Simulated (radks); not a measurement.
Species: In2+. Configuration: [Kr] 4d10 5s1. Method: scalar-relativistic Kohn-Sham, exchange-only LDA, spin-polarised, spherical densities, finite nucleus; open shells are filled with parallel spins first (spin-orbit coupling, left out, can overturn this in heavy ions); Fermi nuclear charge, rms radius 4.6156 fm; computed with a radial shooting solver on a logarithmic mesh with Libxc functionals.

Unscreened Slater integrals over Kohn-Sham orbitals (eV). They are taken over the spin-up orbitals.

\begin{tabular}{lr}
integral & value \\ \hline
F0(5s,5s) & 10.437 \\
F0(5s,4d) & 12.681 \\
G2(5s,4d) & 1.9621 \\
F0(5s,4p) & 13.078 \\
G1(5s,4p) & 0.85426 \\
F0(5s,4s) & 13.186 \\
G0(5s,4s) & 0.56853 \\
F0(4d,4d) & 20.978 \\
F2(4d,4d) & 10.406 \\
F4(4d,4d) & 6.8024 \\
F0(4d,4p) & 23.310 \\
F2(4d,4p) & 11.518 \\
G1(4d,4p) & 14.560 \\
G3(4d,4p) & 8.9043 \\
F0(4d,4s) & 24.032 \\
G2(4d,4s) & 10.810 \\
F0(4p,4p) & 26.546 \\
F2(4p,4p) & 13.874 \\
F0(4p,4s) & 27.610 \\
G1(4p,4s) & 18.714 \\
F0(4s,4s) & 28.829 \\
\end{tabular}
